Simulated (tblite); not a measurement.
yttrium atom (Y), doublet (GFN-xTB shapes and energies of metal compounds can be far from the true ones); GFN1-xTB in tblite 0.6.0.

The tblite input:
```
$ tblite run mol.xyz --method gfn1 --charge 0 --spin 1 --etemp 2000 --json tblite.json --no-restart

# file mol.xyz
1

Y      0.00000000     0.00000000     0.00000000
```

The log (banner, timings and long lists left out):

```
xTB calculator
 | screened Coulomb repulsion
 | Coulomb electrostatics
 |  * isotropic Klopman-Ohno-Mataga-Nishimoto electrostatics
 |  * onsite third-order electrostatics
 | DFT-D3(BJ) dispersion correction

halogen bonding energy    0.0000000000000E+00 Eh
repulsion energy          0.0000000000000E+00 Eh
dispersion energy         0.0000000000000E+00 Eh
number of electrons       3.0000000000000E+00 e
integral cutoff           4.0000000000000E+01 bohr

------------------------------------------------------------
  cycle        total energy    energy error   density error
------------------------------------------------------------
      1    -0.8694516887034  -8.6945169E-01   2.8835598E-04
      2    -0.8694516887050  -1.6365798E-12   1.7289024E-04
      3    -0.8694516887059  -9.1848751E-13   1.0794318E-10
------------------------------------------------------------

electronic energy        -8.6945168870593E-01 Eh
total energy             -8.6945168870593E-01 Eh

Post processing:
 | Mayer-Wiberg bond orders

[Info] JSON dump of results written to 'tblite.json'
```
